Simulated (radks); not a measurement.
The numbers below are computed, except where a source is named.
Valence configurations of Tc (all share [Kr]). Code: a radial shooting solver on a logarithmic mesh with Libxc functionals. Model: Dirac Kohn-Sham, PBEsol, spin-unpolarised, spherical densities, finite nucleus; open shells are shared between the two j in proportion to 2j + 1; Fermi nuclear charge, rms radius 4.4112 fm. Energies are relative to 4d5 5s2; eigenvalues in eV.

\begin{tabular}{lrrrrrr}
valence & E (eV) & e(4d3/2) & e(4d5/2) & e(5p1/2) & e(5p3/2) & e(5s1/2) \\ \hline
4d5 5s2 & 0.000 & -6.843 & -6.557 & - & - & -5.081 \\
4d5 5p2 & 7.778 & -9.418 & -9.121 & -2.810 & -2.636 & - \\
4d5 5s1 5p1 & 3.798 & -8.212 & -7.920 & -2.210 & -2.053 & -5.999 \\
4d4.5 5s2 5p0.5 & 2.969 & -8.760 & -8.457 & -2.092 & -1.924 & -6.004 \\
4d4 5s2 5p1 & 6.607 & -10.670 & -10.352 & -2.649 & -2.451 & -6.860 \\
4d7 & -0.683 & -2.870 & -2.634 & - & - & - \\
4d3 5s1 5p3 & 21.007 & -15.583 & -15.228 & -4.157 & -3.883 & -9.071 \\
4d4.5 5p2.5 & 11.370 & -11.159 & -10.846 & -3.274 & -3.072 & - \\
4d4 5s1.5 5p1.5 & 8.800 & -11.274 & -10.952 & -2.947 & -2.740 & -7.237 \\
4d6 5s1 & -0.916 & -4.647 & -4.388 & - & - & -4.202 \\
\end{tabular}

NIST lists [Kr] 4d5 5s2 as the ground configuration; this level of theory puts 4d6 5s1 lower, by 0.916 eV. The energies are those of spherical spin-averaged densities, not of single terms.
